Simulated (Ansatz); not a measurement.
## Appearance energy of a fragment ion: C8H18 → [C3H7]+ + C5H11 + e⁻

Species: C8H18 (2,3,3-trimethylpentane) `CCC(C)(C)C(C)C`, singlet; [C3H7]+ `C[CH+]C`, singlet; C5H11 (2-methylbut-2-yl radical) `CC[C](C)C`, doublet. 

Shapes, held fixed at every level: PBE0-D4/def2-TZVP. Flexible molecules stand in one conformer, not always the lowest. Programs: Ansatz 0.2.0. Electronic energies: no zero-point or thermal term.

Q: Estimate ΔE of this reaction.

A: The highest level, CCSD(T)/CBS estimate, gives ΔE = +11.28 eV; the levels span +8.96 to +11.29. The column of differences is taken from that level and isn't an error. No measured value is set beside it here. Open shells run unrestricted. The CBS estimate extrapolates MP2 from def2-TZVPP and def2-QZVPP and adds CCSD(T) − MP2 in the triple-zeta set, cores frozen. The onset seen in experiment also holds zero-point changes and kinetic shifts.

| level | kind | ΔE (eV) | less CCSD(T)/CBS estimate |
| --- | --- | --- | --- |
| MP2/def2-SVP | perturbation theory | +11.29 | +0.01 |
| HF/def2-TZVPP | Hartree–Fock | +8.96 | -2.32 |
| PBE-D4/def2-TZVPP | GGA | +10.68 | -0.60 |
| PBE0-D4/def2-TZVPP | global hybrid | +10.84 | -0.44 |
| r2SCAN0-D4/def2-TZVPP | global hybrid | +10.75 | -0.53 |
| wB97M-V/def2-TZVPP | range-separated hybrid | +10.96 | -0.32 |
| CCSD(T)/def2-SVP | coupled cluster or CI | +11.06 | -0.22 |
| CCSD(T)/CBS estimate | coupled cluster or CI | +11.28 | 0.00 |
